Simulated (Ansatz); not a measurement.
`F[Si](F)(S)Cl` + H₂S → `F[Si](F)(S)S` + HCl at 500 K and 1 bar (ligand exchange at the Si–Cl bond).

Calculated with Ansatz (gas phase, PBE0-D4/def2-TZVP geometries, no zero-point term in ΔE). CBS: MP2 limit from def2 TZ/QZ plus the TZ coupled-cluster correction, frozen cores. This one scheme is used for every species. Each species was taken in one conformer, which may not be the lowest.

| species | CCSD(T)/CBS energy (Eh) | H − E (kJ/mol) | S (J/(mol·K)) |
| --- | --- | --- | --- |
| `F[Si](F)(S)Cl` | -1347.04322 | 87.4 | 396.0 |
| H₂S | -398.97279 | 57.0 | 224.0 |
| `F[Si](F)(S)S` | -1285.62107 | 113.3 | 413.3 |
| HCl | -460.38127 | 32.5 | 201.9 |

H − E and S are ideal-gas, rigid-rotor, harmonic terms from PBE0-D4/def2-TZVP, for one conformer and one mirror image of each species. 1 Eh = 2625.50 kJ/mol, R = 8.31446 J/(mol·K).

Question: By hand: ΔE, ΔH, ΔS and ΔG.

Answer: ΔE = (-1285.62107) + (-460.38127) − (-1347.04322) − (-398.97279) = 0.01367 Eh = 35.9 kJ/mol. Δ(H − E) = 113.3 + 32.5 − 87.4 − 57.0 = 1.4, so ΔH = 37.3 kJ/mol. ΔS = 413.3 + 201.9 − 396.0 − 224.0 = -4.8 J/(mol·K). ΔG = 37.3 − 500 × (-4.8)/1000 = 39.7 kJ/mol.

Question: By hand: the equilibrium constant, and the temperature at which ΔG would vanish if ΔH and ΔS stayed fixed.

Answer: log₁₀ K = −ΔG/(RT ln 10) = -4.1. ΔH and −TΔS have one sign here, so there is no such temperature.

The number of gas molecules stays the same, so ΔS is small and ΔH decides. A doubt of 5 kJ/mol in ΔE shifts log₁₀ K by 0.5 here. Other conformers and mirror images would add mixing entropy, several J/(mol·K) or more a flexible species. These are equilibria of isolated gas molecules and say nothing of rates. Largest T1 diagnostic: 0.012 (customary marks: 0.02 for closed shells, 0.045 for open ones).

ΔS is within the doubt of such terms, so its sign, and with it that verdict, could turn.
